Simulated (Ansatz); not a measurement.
`[OH][InH][CH2][SiH3]` and `[SiH3][CH2][InH2]` differ in one atom or group.

Ansatz, PBE0-D4/def2-TZVP geometries, multiplicity 1. Each molecule was computed in one conformer, which needn't be the lowest.

Elements past krypton have def2 core potentials.

```
                                                                                  property  `[OH][InH][CH2][SiH3]`
                                                         LUMO energy (PBE/def2-TZVPP) / eV                   -1.98
                                                     LUMO energy (ωB97M-V/def2-TZVPP) / eV                    0.15
                                            size of the dipole moment (PBE/def2-TZVPP) / D                    2.28
ideal-gas entropy at 298 K and 1 bar (rigid rotor, harmonic PBE0-D4/def2-TZVP) / J/(mol·K)                     381
                                        size of the dipole moment (ωB97M-V/def2-TZVPP) / D                    2.49
                                                     HOMO energy (ωB97M-V/def2-TZVPP) / eV                   -9.91
```

(1) What does the change do to each property? (An estimate is asked.)

## Answers

(1) Ansatz gave: 
```json
{"property": "LUMO energy (PBE/def2-TZVPP) / eV", "`[SiH3][CH2][InH2]`": "-2.48", "shift": "-0.50"}
{"property": "LUMO energy (ωB97M-V/def2-TZVPP) / eV", "`[SiH3][CH2][InH2]`": "-0.28", "shift": "-0.43"}
{"property": "size of the dipole moment (PBE/def2-TZVPP) / D", "`[SiH3][CH2][InH2]`": "1.04", "shift": "-1.24"}
{"property": "ideal-gas entropy at 298 K and 1 bar (rigid rotor, harmonic PBE0-D4/def2-TZVP) / J/(mol·K)", "`[SiH3][CH2][InH2]`": "351", "shift": "-30"}
{"property": "size of the dipole moment (ωB97M-V/def2-TZVPP) / D", "`[SiH3][CH2][InH2]`": "1.05", "shift": "-1.44"}
{"property": "HOMO energy (ωB97M-V/def2-TZVPP) / eV", "`[SiH3][CH2][InH2]`": "-9.72", "shift": "0.19"}
```

With PBE0 the HOMO rises by 0.16 eV and the LUMO falls by 0.47 eV, so the gap narrows by about 0.63 eV. PBE moves the HOMO by 0.04 eV and ωB97M-V by 0.19 eV. The zero-point energy changes by -20.4 kJ/mol with -3 modes. Dipoles are sizes alone; their direction can turn. Modes under 60 cm⁻¹, often nearly free rotors, make the harmonic entropy too high.
